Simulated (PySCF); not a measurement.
Gas-phase reaction: 3 GeCl₂ + 4 HCl + Ge₂H₆ ⇌ 5 GeH₂Cl₂

Method: PySCF energies plus ideal-gas RRHO corrections (1 bar). † marks an energy on the PBE0/def2-TZVP geometry and frequencies; other levels use their own. MP2 freezes the core. 6-31G* has spherical d functions here. All species are closed-shell singlets. Ge: all electrons, no relativistic terms. MP2 isn't extrapolated to the basis-set limit.

```json
[
 {"level": "BLYP/def2-TZVP†", "ΔH°(298 K), kJ": "-209"},
 {"level": "HF/6-31G*", "ΔH°(298 K), kJ": "-440"},
 {"level": "HF/def2-TZVP†", "ΔH°(298 K), kJ": "…"},
 {"level": "MP2/def2-SVP†", "ΔH°(298 K), kJ": "-439"},
 {"level": "PBE/def2-SVP", "ΔH°(298 K), kJ": "…"},
 {"level": "PBE0/def2-QZVP†", "ΔH°(298 K), kJ": "…"},
 {"level": "r2SCAN/def2-TZVP†", "ΔH°(298 K), kJ": "-392"},
 {"level": "LDA/def2-TZVP†", "ΔH°(298 K), kJ": "-387"},
 {"level": "ωB97M-V/def2-TZVP†", "ΔH°(298 K), kJ": "…"},
 {"level": "ωB97X-V/def2-TZVP†", "ΔH°(298 K), kJ": "-421"}
]
```

Complete the blanks.


- HF/def2-TZVP†, ΔH°(298 K), kJ: -433
- PBE/def2-SVP, ΔH°(298 K), kJ: -322
- PBE0/def2-QZVP†, ΔH°(298 K), kJ: -357
- ωB97M-V/def2-TZVP†, ΔH°(298 K), kJ: -365
